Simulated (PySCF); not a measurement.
PySCF job for C2H6FNSi, SMILES CN(C)[Si]F (connectivity only; charge and spin as stated), neutral, multiplicity 1, PBE-D3(BJ)/def2-SVP. Geometry: PBE-D3(BJ)/def2-SVP. One conformer was computed; it need not be the lowest.

```python
import numpy as np
from pyscf import gto, scf, dft, df
from pyscf.hessian import thermo

mol = gto.M(
    atom='''
    Si   -0.82847831    0.89050509   -0.00000000
    F     0.48301325    1.92319108    0.00000000
    N     0.02628383   -0.63612172    0.00000000
    C    -0.74125119   -1.86987044    0.00000000
    C     1.46865765   -0.81452303    0.00000000
    H    -0.51993590   -2.49032905   -0.89841442
    H    -0.51993591   -2.49032905    0.89841442
    H    -1.82875703   -1.64333304   -0.00000000
    H     1.80367435   -1.38328348    0.89737928
    H     1.80367435   -1.38328348   -0.89737929
    H     1.96443163    0.17398008    0.00000000
    ''',
    basis='def2-SVP',
    charge=0,
    spin=0,
    max_memory=1600,
    verbose=3,
)
mf = dft.RKS(mol, xc='pbe').density_fit(auxbasis='def2-universal-jkfit')
mf.disp = 'd3bj'
mf.grids.level = 3
mf.conv_tol = 1e-11
mf.max_cycle = 100
mf.kernel()

# [left out here: the lines that compute and print the analytic Hessian (its translational invariance restored by hand, since the grid's response is missing), thermochemistry and intensities]
```

Program output:

```
converged SCF energy = -523.278086818927

WARN: DFTD3 does not support analytical Hessian, using finite difference


WARN: Mole.unit (angstrom) is changed to Bohr

Mode                                 0                   1                   2
Irrep
Freq [cm^-1]                      137.5204            216.6008            217.1675
Reduced mass [au]                   4.5657              1.1596              4.8252
Force const [Dyne/A]                0.0509              0.0321              0.1341
Char temp [K]                     197.8613            311.6404            312.4557
Normal mode                   x     y     z       x     y     z       x     y     z
       0  Si                -0.00  0.00 -0.09   -0.00  0.00 -0.04   -0.03  0.03  0.00
       1   F                -0.00  0.00  0.14    0.00 -0.00  0.01    0.10 -0.11 -0.00
       2   N                 0.00 -0.00 -0.04   -0.00  0.00  0.07   -0.07  0.01 -0.00
       3   C                -0.00  0.00  0.11    0.00 -0.00  0.03    0.05 -0.06 -0.00
       4   C                 0.00 -0.00 -0.08   -0.00  0.00 -0.03   -0.05  0.13  0.00
       5   H                -0.01 -0.11  0.19   -0.03  0.03  0.00    0.12 -0.04  0.00
       6   H                 0.01  0.11  0.19    0.03 -0.03  0.00    0.12 -0.04 -0.00
       7   H                -0.00 -0.00  0.09    0.00 -0.00  0.08    0.03 -0.18 -0.00
       8   H                 0.04  0.10 -0.03   -0.01 -0.46 -0.32   -0.01  0.15  0.00
       9   H                -0.04 -0.10 -0.03    0.01  0.46 -0.32   -0.01  0.15 -0.00
      10   H                 0.00 -0.00 -0.20   -0.00  0.00  0.47   -0.13  0.16 -0.00
Mode                                 3                   4                   5
Irrep
Freq [cm^-1]                      253.5804            305.2773            325.7595
Reduced mass [au]                   1.1740              2.1117              3.4007
Force const [Dyne/A]                0.0445              0.1159              0.2126
Char temp [K]                     364.8458            439.2260            468.6953
Normal mode                   x     y     z       x     y     z       x     y     z
       0  Si                -0.00  0.00 -0.04   -0.00  0.00 -0.02    0.02  0.06  0.00
       1   F                 0.00 -0.00  0.02    0.00 -0.00  0.00   -0.00  0.10 -0.00
       2   N                -0.00  0.00  0.08   -0.00  0.00  0.19   -0.06 -0.02  0.00
       3   C                 0.00 -0.00 -0.02    0.00 -0.00 -0.04    0.08 -0.12 -0.00
       4   C                -0.00  0.00  0.01   -0.00  0.00 -0.06   -0.07 -0.08  0.00
       5   H                -0.35  0.27 -0.29    0.26  0.05 -0.01    0.19 -0.09  0.00
       6   H                 0.35 -0.27 -0.29   -0.26 -0.05 -0.01    0.19 -0.09 -0.00
       7   H                 0.00 -0.00  0.48    0.00 -0.00 -0.35    0.04 -0.30  0.00
       8   H                 0.06  0.10  0.05    0.20  0.09 -0.07   -0.10 -0.11 -0.00
       9   H                -0.06 -0.10  0.05   -0.20 -0.09 -0.07   -0.10 -0.11  0.00
      10   H                -0.00  0.00 -0.14   -0.00  0.00 -0.26   -0.00 -0.11 -0.00
Mode                                 6                   7                   8
Irrep
Freq [cm^-1]                      389.6006            653.9351            793.5811
Reduced mass [au]                   3.7001              4.6910             20.9925
Force const [Dyne/A]                0.3309              1.1819              7.7893
Char temp [K]                     560.5485            940.8671           1141.7865
Normal mode                   x     y     z       x     y     z       x     y     z
       0  Si                -0.08  0.04  0.00   -0.07  0.09  0.00   -0.10 -0.08  0.00
       1   F                -0.00 -0.08 -0.00    0.01 -0.00 -0.00    0.14  0.11  0.00
       2   N                 0.04  0.09 -0.00    0.04 -0.07 -0.00    0.01  0.00 -0.00
       3   C                 0.09  0.07 -0.00   -0.05 -0.09  0.00    0.00  0.01  0.00
       4   C                 0.02 -0.10  0.00    0.14 -0.02 -0.00    0.00 -0.01  0.00
       5   H                 0.14  0.08  0.00   -0.15 -0.12 -0.00    0.00  0.01 -0.00
       6   H                 0.14  0.08 -0.00   -0.15 -0.12  0.00    0.00  0.01  0.00
       7   H                 0.08 -0.01  0.00   -0.03  0.03 -0.00    0.00  0.01  0.00
       8   H                -0.10 -0.18 -0.00    0.20  0.02  0.00   -0.02 -0.02  0.00
       9   H                -0.10 -0.18  0.00    0.20  0.02 -0.00   -0.02 -0.02 -0.00
      10   H                 0.20 -0.20 -0.00    0.04  0.02  0.00   -0.01 -0.00 -0.00
Mode                                 9                  10                  11
Irrep
Freq [cm^-1]                      977.8846           1042.4094           1064.2724
Reduced mass [au]                   2.3793              1.3334              1.2307
Force const [Dyne/A]                1.3406              0.8537              0.8213
Char temp [K]                    1406.9582           1499.7951           1531.2511
[...]
       7   H                 0.00  0.00 -0.21   -0.08 -0.13 -0.00   -0.11 -0.18 -0.00
       8   H                 0.33 -0.11 -0.11    0.03  0.08  0.02   -0.15 -0.18 -0.11
       9   H                -0.33  0.11 -0.11    0.03  0.08 -0.02   -0.15 -0.18  0.11
      10   H                -0.00  0.00 -0.19   -0.20  0.02  0.00    0.18 -0.03 -0.00
Mode                                15                  16                  17
Irrep
Freq [cm^-1]                     1368.4505           1393.8169           1394.8634
Reduced mass [au]                   1.1464              1.1957              1.0371
Force const [Dyne/A]                1.2649              1.3686              1.1888
Char temp [K]                    1968.8956           2005.3921           2006.8978
Normal mode                   x     y     z       x     y     z       x     y     z
       0  Si                -0.00 -0.00 -0.00    0.00 -0.00 -0.00   -0.00 -0.00 -0.00
       1   F                 0.00  0.00  0.00    0.00  0.00 -0.00    0.00  0.00 -0.00
       2   N                -0.02 -0.01 -0.00    0.00 -0.00 -0.00    0.00 -0.00  0.01
       3   C                -0.03 -0.05 -0.00    0.05  0.08 -0.00    0.00  0.00  0.05
       4   C                -0.08  0.01  0.00   -0.07  0.01  0.00   -0.00  0.00 -0.02
       5   H                 0.20  0.19 -0.09   -0.31 -0.21  0.10   -0.47 -0.08 -0.04
       6   H                 0.20  0.19  0.09   -0.31 -0.21 -0.10    0.47  0.08 -0.04
       7   H                 0.05  0.33 -0.00   -0.07 -0.50  0.00   -0.00 -0.00 -0.66
       8   H                 0.39  0.07 -0.12    0.24  0.09 -0.06    0.09  0.09  0.02
       9   H                 0.39  0.07  0.12    0.24  0.09  0.06   -0.09 -0.09  0.02
      10   H                 0.43 -0.24 -0.00    0.31 -0.18 -0.00    0.00 -0.00  0.19
Mode                                18                  19                  20
Irrep
Freq [cm^-1]                     1417.5020           1418.2306           1448.1912
Reduced mass [au]                   1.0401              1.0412              1.0736
Force const [Dyne/A]                1.2313              1.2339              1.3266
Char temp [K]                    2039.4698           2040.5180           2083.6247
Normal mode                   x     y     z       x     y     z       x     y     z
       0  Si                -0.00  0.00  0.00    0.00 -0.00  0.00    0.00 -0.01 -0.00
       1   F                 0.00  0.00 -0.00   -0.00 -0.00 -0.00    0.00  0.00 -0.00
       2   N                -0.00 -0.00 -0.02    0.00  0.02 -0.00   -0.03  0.06 -0.00
       3   C                -0.00  0.00 -0.01    0.02 -0.02 -0.00   -0.01  0.02  0.00
       4   C                 0.00 -0.00 -0.05   -0.00  0.04 -0.00   -0.00  0.01  0.00
       5   H                 0.13  0.03  0.01   -0.17  0.23 -0.21    0.14 -0.40  0.31
       6   H                -0.13 -0.03  0.01   -0.17  0.23  0.21    0.14 -0.40 -0.31
       7   H                 0.00  0.00  0.19   -0.02 -0.20  0.00    0.05  0.29 -0.00
       8   H                 0.34  0.31  0.04    0.16 -0.40 -0.32    0.17 -0.23 -0.20
       9   H                -0.34 -0.31  0.04    0.16 -0.40  0.32    0.17 -0.23  0.20
      10   H                 0.00 -0.00  0.68   -0.26  0.16  0.00   -0.17  0.09  0.00
Mode                                21                  22                  23
Irrep
Freq [cm^-1]                     2919.4308           2926.5640           2984.1581
Reduced mass [au]                   1.0348              1.0382              1.1037
Force const [Dyne/A]                5.1966              5.2388              5.7909
Char temp [K]                    4200.4109           4210.6740           4293.5391
Normal mode                   x     y     z       x     y     z       x     y     z
       0  Si                -0.00  0.00  0.00   -0.00  0.00 -0.00   -0.00  0.00 -0.00
       1   F                -0.00 -0.00 -0.00   -0.00 -0.00  0.00   -0.00 -0.00  0.00
       2   N                -0.00 -0.00  0.00    0.00 -0.00 -0.00    0.00 -0.00  0.00
       3   C                -0.01 -0.04  0.00   -0.00 -0.01  0.00   -0.00 -0.00 -0.07
       4   C                -0.01  0.01 -0.00    0.04 -0.03  0.00    0.00 -0.00 -0.06
       5   H                -0.12  0.32  0.49   -0.04  0.10  0.15   -0.11  0.28  0.40
       6   H                -0.12  0.32 -0.49   -0.04  0.10 -0.15    0.11 -0.28  0.40
       7   H                 0.39 -0.08  0.00    0.13 -0.03  0.00    0.00 -0.00 -0.01
       8   H                 0.05 -0.10  0.16   -0.18  0.31 -0.51    0.13 -0.24  0.36
       9   H                 0.05 -0.10 -0.16   -0.18  0.31  0.51   -0.13  0.24  0.36
      10   H                 0.04  0.08 -0.00   -0.13 -0.26  0.00   -0.00 -0.00 -0.01
Mode                                24                  25                  26
Irrep
Freq [cm^-1]                     2991.2053           3031.2162           3085.8211
Reduced mass [au]                   1.1056              1.1020              1.0991
Force const [Dyne/A]                5.8283              5.9658              6.1661
Char temp [K]                    4303.6785           4361.2452           4439.8096
Normal mode                   x     y     z       x     y     z       x     y     z
       0  Si                 0.00 -0.00  0.00    0.00  0.00 -0.00    0.00 -0.00  0.00
       1   F                 0.00 -0.00 -0.00   -0.00 -0.00 -0.00   -0.00  0.00 -0.00
       2   N                -0.00  0.00  0.00    0.00 -0.00  0.00   -0.00  0.00  0.00
       3   C                -0.00 -0.00 -0.06    0.08 -0.04 -0.00    0.00 -0.00 -0.00
       4   C                -0.00  0.00  0.07   -0.00 -0.00  0.00    0.03  0.08  0.00
       5   H                -0.10  0.25  0.36   -0.05  0.15  0.24   -0.00  0.00  0.00
       6   H                 0.10 -0.25  0.36   -0.05  0.15 -0.24   -0.00  0.00 -0.00
       7   H                 0.00 -0.00 -0.01   -0.84  0.17 -0.00   -0.02  0.00  0.00
       8   H                -0.14  0.26 -0.40   -0.00  0.00 -0.01    0.06 -0.09  0.16
       9   H                 0.14 -0.26 -0.40   -0.00  0.00  0.01    0.06 -0.09 -0.16
      10   H                 0.00  0.00  0.01    0.01  0.02  0.00   -0.41 -0.81  0.00
temperature 298.1500 [K]
pressure 101325.00 [Pa]
Rotational constants [GHz] 6.84942 2.98717 2.13721
Symmetry number 1
Zero-point energy (ZPE) 0.08280 [Eh]   217392.191 [J/mol]
                           tot       elec      trans        rot        vib
Entropy [J/mol/K]       330.922      0.000    165.026    110.456     55.440
Cv [J/mol/K]             91.749      0.000     12.472     12.472     66.805
Cp [J/mol/K]            100.063      0.000     20.786     12.472     66.805
Internal energy [J/mol]                      3718.434   3718.434 227230.796
Internal energy [Eh]   -523.18871  -523.27809
Enthalpy [J/mol]                             6197.391   3718.434 227230.796
Enthalpy [Eh]          -523.18776
Gibbs free energy [J/mol]                  -43005.060 -29214.082 210701.505
Gibbs free energy [Eh] -523.22534
mode   freq/cm-1   IR/(km/mol)
   1      137.52         0.139
   2      216.60         0.687
   3      217.17         3.559
   4      253.58         1.163
   5      305.28         6.441
   6      325.76         1.618
   7      389.60         6.444
   8      653.94        32.917
   9      793.58        93.963
  10      977.88        95.770
  11     1042.41         4.584
  12     1064.27         0.587
  13     1121.72         2.718
  14     1206.70        45.244
  15     1259.68        21.412
  16     1368.45         0.081
  17     1393.82         7.934
  18     1394.86         3.422
  19     1417.50        13.476
  20     1418.23        17.722
  21     1448.19         4.693
  22     2919.43        50.788
  23     2926.56        84.395
  24     2984.16        59.836
  25     2991.21         0.186
  26     3031.22        11.525
  27     3085.82         2.457
max |gradient| / (hartree/bohr): 0.00016754728867641075
APT charges: [ 0.757  -0.5269 -0.6818  0.3058  0.2813 -0.0461 -0.0461  0.0149 -0.0481
 -0.0481  0.0382]
```

Self-consistency was reached.
